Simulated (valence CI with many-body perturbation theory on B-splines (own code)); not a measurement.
# La36+: input, log and results

Calculated by valence CI with perturbative core correlation (CI+MBPT): three valence electrons over a frozen Dirac-Fock core [Ar], radial functions for each j: 6 s, 6 p, 5 d, 5 f, 1 g, with the one-electron correlation potential Σ1 (screened to all orders), the two-electron term Σ2, the three-electron term Σ3, Breit, model QED; selected single and double excitations, second order for the rest, scaled by the run's own slope (own B-spline code, finite nucleus).

Command, and the settings that its task file holds:

```sh
python run_cv.py task.json out
```

```
atom La  Z=57  mass_number=139  rms_radius_fm=4.8550
core [Ar]
valence 3d3
avg = 1
basis = S
breit = 1
cap = 10000
capref = 1200
cscale = 1
de = 0.0
dress = 0
eps = 2e-08
extrap = 1
h = 0.27
hh = 1
l2 = 3
lcore = 6
maxit = 60
n2 = 5
natural = 1
nlev = 20
nno = [3, 3, 3, 3, 1]
nroot = 26
nsp = [3, 3, 2, 2, 0]
pt2 = 1
qed = 1
rpa = 1
s1 = -1
s2 = 1
s3 = 1
screen = 1
tol = 2e-05
whole = 1
```

It took 16 s on 1 thread of Arm Neoverse V1, with other jobs on the host.

Log. The first blocks belong to the next ion, which gives the ionisation energy. Fields: 2J, parity (1 odd), roots, reference size, generating configurations, candidates as configurations/state functions, variational space P, stored matrix elements, Davidson steps; e2 is the range of second-order energies in hartree. The first line gives the box (bohr), its intervals, the orbitals and the steps of their self-consistent field. Window is the range of levels sought, series limit the energy at which the first omitted orbital would enter, core excitation an estimate of the first excitation out of the core, left out the lowest levels not solved, and shifts from estimates the range by which levels moved from their first estimate, all in cm⁻¹.

```
rmax 3.1 intervals 57 orbitals 40 references ['3d3', '3d2 4s', '3d2 4p'] scf 3 t 0.8
2J=4 par=0 roots 2 ref 42 generators 3 cand 287/287 P 329/329 nnz 0 it 0
2J=4 par=0 roots 2 ref 42 generators 3 cand 6/6 P 335/335 nnz 0 it 0
   second order: generators 4 cand 0/0 e2 -0.00000 -0.00000
2J=0 par=0 roots 2 ref 17 generators 2 cand 107/107 P 124/124 nnz 0 it 0
2J=0 par=0 roots 2 ref 17 generators 2 cand 1/1 P 125/125 nnz 0 it 0
   second order: generators 2 cand 0/0 e2 -0.00000 -0.00000
2J=6 par=0 roots 2 ref 32 generators 2 cand 241/241 P 273/273 nnz 0 it 0
2J=6 par=0 roots 2 ref 32 generators 4 cand 3/3 P 276/276 nnz 0 it 0
   second order: generators 9 cand 6/6 e2 -0.00000 -0.00000
reference levels 431, estimated 19, window 642826 1/cm; series limit 13385980, core excitation 1635387
2J=3 par=0 roots 5 ref 31 generators 4 cand 95/208 P 767/1857 nnz 0 it 4
2J=3 par=0 roots 5 ref 31 generators 4 cand 40/86 P 807/1943 nnz 0 it 4
   second order: generators 7 cand 747/1772 e2 -0.00000 -0.00000
2J=5 par=0 roots 5 ref 33 generators 3 cand 95/229 P 759/2126 nnz 0 it 3
2J=5 par=0 roots 5 ref 33 generators 3 cand 46/107 P 805/2233 nnz 0 it 3
   second order: generators 6 cand 761/2094 e2 -0.00000 -0.00000
2J=7 par=0 roots 3 ref 25 generators 2 cand 100/230 P 703/1939 nnz 0 it 3
2J=7 par=0 roots 3 ref 25 generators 2 cand 42/93 P 745/2032 nnz 0 it 3
   second order: generators 3 cand 399/1148 e2 -0.00000 -0.00000
2J=9 par=0 roots 3 ref 18 generators 3 cand 72/156 P 618/1508 nnz 0 it 3
2J=9 par=0 roots 3 ref 18 generators 3 cand 39/73 P 657/1581 nnz 0 it 3
   second order: generators 5 cand 613/1513 e2 -0.00000 -0.00000
2J=1 par=0 roots 2 ref 19 generators 2 cand 89/138 P 685/1084 nnz 0 it 0
2J=1 par=0 roots 2 ref 19 generators 2 cand 14/22 P 699/1106 nnz 0 it 0
   second order: generators 4 cand 674/1037 e2 -0.00000 -0.00000
2J=11 par=0 roots 1 ref 6 generators 1 cand 40/83 P 433/938 nnz 0 it 0
2J=11 par=0 roots 1 ref 6 generators 1 cand 22/38 P 455/976 nnz 0 it 0
   second order: generators 2 cand 317/678 e2 -0.00000 -0.00000
left out: unestimated 8039039, estimated none, shifts from estimates -0 to 0
operators 1.2
```

The Davidson iterations converged. The settings are bad on purpose, so the numbers may not be properties of the ion.

The last digits are not significant, and no measured levels were compared; by estimate large intervals hold to a few tenths of a per cent, small ones and those within an open d or f shell to about a per cent. Only levels of the ground parity were solved; by the run's estimate the other parity begins above the list, which can be wrong where configurations are misplaced.

```
Valence energy                            : -283.3844 hartree
Ionisation energy                         : 2468.5 eV (NIST: 2473 ± 5 eV (theoretical))
Reference configurations for the orbitals : 3d3, 3d2 4s, 3d2 4p
Radial orbitals                           : 40
Box radius                                : 3.098 bohr
Largest variational space                 : 2233
Lowest levels                             : (3d3/2^3) J=3/2 0, (3d3/2^2 3d5/2) J=5/2 [a] 121880, (3d3/2^2 3d5/2) J=3/2 166390, (3d3/2^2 3d5/2) J=7/2 171850, (3d3/2^2 3d5/2) J=9/2 183510, (3d3/2^2 3d5/2) J=1/2 192460, (3d3/2^2 3d5/2) J=5/2 [b] 291130, (3d3/2 3d5/2^2) J=7/2 [a] 302220, (3d3/2 3d5/2^2) J=9/2 320240, (3d3/2 3d5/2^2) J=3/2 [a] 350520, (3d3/2 3d5/2^2) J=1/2 365780, (3d3/2 3d5/2^2) J=11/2 379110, (3d3/2 3d5/2^2) J=5/2 [a] 397220, (3d3/2 3d5/2^2) J=5/2 [b] 418320 cm⁻¹
```

Levels are named by their leading jj configuration (3d3/2^4 stands for four electrons in 3d with j = 3/2), which in mixed levels can hold well under half, so a name can repeat and another be missing. Letters in brackets count levels of one name in rising energy.
